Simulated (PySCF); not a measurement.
A PySCF script (with the pyscf-properties extension) for the NMR shieldings of `C=C(C)/C=C\B(F)F`, C$_{5}$H$_{7}$BF$_{2}$, on a GFN2-xTB geometry:

```python
import basis_set_exchange as bse
import numpy as np
from pyscf import gto, dft
from pyscf.prop import nmr

atoms = """
C    -1.946618   -0.239517   -1.228566
C    -0.886537   -0.092645   -0.427766
C    -0.977666    0.699891    0.837812
C     0.361207   -0.737144   -0.796646
C     1.569815   -0.638405   -0.216213
B     2.127190    0.259251    0.911467
F     1.824083    1.525868    1.142938
F     3.110165   -0.179157    1.685062
H    -2.896250    0.213087   -1.000046
H    -1.895023   -0.801552   -2.145863
H    -0.478119    0.178034    1.652238
H    -2.017290    0.868687    1.106148
H    -0.492488    1.665558    0.714006
H     0.262087   -1.413084   -1.639226
H     2.331030   -1.300882   -0.617256
"""
names = dict.fromkeys(["C", "B", "F", "H"], "pcSseg-1")
basis = {el: gto.basis.parse(bse.get_basis(n, elements=[el], fmt="nwchem")) for el, n in names.items()}
mol = gto.M(atom=atoms, basis=basis, charge=0, verbose=0)
mf = dft.RKS(mol, xc="PBE0")
mf.grids.level = 2
mf.grids.alignment = dft.numint.BLKSIZE   # the property module wants whole blocks of grid points
mf.conv_tol = 1e-9
mf.kernel()

calc = nmr.RKS(mf)   # GIAO
C = mf.mo_coeff
Co = C[:, mf.mo_occ > 0]
resp = mf.gen_response(singlet=True, hermi=2)
def vind(x):   # induced exchange potential for any number of trial vectors
    d = np.einsum("pi,xij,qj->xpq", C, 2 * x.reshape(-1, C.shape[1], Co.shape[1]), Co, optimize=True)
    return np.einsum("xpq,pi,qj->xij", resp(d - d.transpose(0, 2, 1)), C, Co, optimize=True).ravel()
mo1, _ = nmr.rhf.solve_mo1(calc, with_cphf=vind)
sigma = calc.kernel(mo1)
for i, s in enumerate(sigma):   # ppm
    print("%2d %-2s %9.2f" % (i, mol.atom_pure_symbol(i), np.trace(s) / 3))
```

Task: What does it print?

Result: 
```
 0 C      52.47
 1 C      34.36
 2 C     164.06
 3 C      20.80
 4 C      67.83
 5 B      76.35
 6 F     237.59
 7 F     242.25
 8 H      25.93
 9 H      26.10
10 H      30.06
11 H      29.71
12 H      29.00
13 H      24.41
14 H      26.06
```

These numbers come from an equivalent density-fitted implementation of the same equations, which agrees with the script to about 0.01 ppm for H and up to a few tenths of a ppm for heavy atoms, so last digits may differ.

Size and cost of the density-fitted run: 171 basis functions, 17 s wall time on 1 thread of an x86-64 server CPU, shared host.
